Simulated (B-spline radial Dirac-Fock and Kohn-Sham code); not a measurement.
Levels of muonic ¹⁶⁵Ho

Nucleus: ¹⁶⁵Ho, Gaussian distribution, rms radius 5.2022 fm (measured, Angeli and Marinova 2013).

Level of theory: the Dirac equation of a negative muon with reduced mass in the field of a spherical finite nucleus, with the Uehling potential to all orders; nuclear polarisation, deformation, hyperfine structure, self-energy, higher-order vacuum polarisation, relativistic recoil and electron screening are left out; a B-spline atomic structure program. For strongly deformed nuclei the low levels mix with nuclear rotations, which this model lacks.

```
level  binding (keV)  point nucleus, no QED (keV)  vacuum polarisation (keV)  ⟨r⟩ (fm)
1s1/2           8114                        13480                     54.288       8.8
2s1/2           2580                         3426                     13.864      27.8
2p1/2           3249                         3426                     20.868      18.5
2p3/2           3137                         3204                     19.166      19.3
3s1/2           1234                         1497                      5.091      58.4
3p1/2           1437                         1497                      6.760      46.5
3p3/2           1407                         1431                      6.371      47.5
3d3/2           1436                         1431                      6.043      38.8
3d5/2           1417                         1412                      5.768      39.6
4d3/2          805.9                        804.0                      2.567      78.1
4d5/2          797.9                        795.7                      2.462      79.1
4f5/2          797.8                        795.7                      2.112      67.6
4f7/2          793.8                        791.7                      2.070      68.2
```

Q: By how much does the finite nuclear size lower the 1s binding energy?

A: By 5420 keV, 40.21 % of the point-nucleus value (point value plus vacuum polarisation less the binding energy). The 1s orbit has ⟨r⟩ = 8.8 fm.

Values without a named source are computed, but for edge energies of neutral atoms, which are taken from tables.
